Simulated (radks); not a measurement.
The numbers below are computed, except where a source is named.
Fractional charge and spin in the 5p shell of promethium: the spin-up occupation runs from 2 to 3 and the spin-down occupation from 2 to 3; the fullest corner is Pm, [Kr] 4d10 4f(up 2.5, down 2.5) 5s2 6s2 5p(up 3, down 3). Code: a radial shooting solver on a logarithmic mesh with Libxc functionals. Model: scalar-relativistic Kohn-Sham, PBE, spin-polarised, spherical densities, finite nucleus; Fermi nuclear charge, rms radius of each element as measured or else 0.836 A^(1/3) + 0.57 fm. Energy (eV) above the fullest corner. The planes named below are the two flat planes that join the four corners, with an edge along up + down = one added electron.

down \ up,2,2.25,2.5,2.75,3
2,65.715,55.087,45.151,35.894,27.303
2.25,55.087,45.206,36.001,27.460,19.566
2.5,45.151,36.001,27.513,19.669,12.452
2.75,35.894,27.460,19.669,12.502,5.939
3,27.303,19.566,12.452,5.939,0.000

Corners above the fullest one (they belong to Pm+ and the next ion): (up 3, down 2) 27.303 eV, (up 2, down 3) 27.303 eV, (up 2, down 2) 65.715 eV. With half an added electron in each spin the energy lies 0.210 eV from the planes, and with half an added electron in spin up alone -1.358 eV. The planes are only a guide here: the flat-plane condition holds for ground states with one frontier orbital, while this shell lies below other occupied shells, so the corners above the fullest one are inner-hole states and not the ground states of those ions.
